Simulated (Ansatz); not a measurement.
# Reading a saddle point

A first-order saddle point of SiAsH$_{7}$, singlet, PBE0-D4/def2-TZVP, with one imaginary mode of 1403i cm⁻¹:

```
atom    x (Å)    y (Å)    z (Å)
 Si1  -1.0606  -0.4843  -0.3575
  H2   0.6197  -1.0564  -0.3694
  H3  -1.2599  -1.1141  -1.6974
  H4  -1.9115   0.7361  -0.4132
  H5  -1.5562  -1.3789   0.7176
  H6   1.4084  -0.7824   0.2685
 As7   0.9402   0.7759   0.8677
  H8   1.3623   1.2022  -0.5256
  H9   1.4575   2.1020   1.5094
```

Computed with Ansatz 0.2.0 (basis: def2-TZVPP and def2-QZVPP); correlated methods freeze the cores. Filled d shells of the heavier atoms are correlated. The def2 sets are not built for correlating such inner shells, so the correlated values are less sure here. Extrapolation: Hartree–Fock as exp(−7.88 √X), correlation as X^−2.97.

(1) Which contacts change along the imaginary mode, and what lies on either side? (A judgement: the text doesn't fix the answer.)

(2) Which side is lower, and how far does the saddle lie above each? (Judge from chemistry; the value comes from the calculation.)

The T1 diagnostic stays at or below 0.012.

## Answers

(1) Computed: The step is AsH₃ + SiH₄ → SiAsH₅ ([SiH3][AsH2]) + H₂, with the molecules in contact on both sides. Shortening one way: Si1–As7, H2–H6; lengthening the same way: Si1–H2, H6–As7.
```
   pair  one side (Å)  saddle (Å)  other side (Å)
Si1–As7          3.82        2.66            2.37
  H2–H6          3.55        1.05            0.75
 Si1–H2          1.49        1.78            3.65
 H6–As7          1.52        1.73            3.39
```

(2) The calculation gives: The side with Si1–As7, H2–H6 short is lower by 7.2 kJ/mol; the saddle lies 265.1 kJ/mol above it and 257.9 kJ/mol above the other (CCSD(T) at an estimated basis limit (MP2 extrapolated from triple and quadruple zeta, plus CCSD(T) − MP2 in triple zeta); electronic energies).

Labels in which every atom is bracketed show which atoms are joined, not bond orders.

For scale, one of the runs: CCSD(T)/def2-TZVPP, 188 basis functions (an equivalent command: `ansatz run in.yaml --threads 2`). Time: 31 s of wall clock on 2 CPU threads; the host was shared. Peak host memory: 2 GiB.
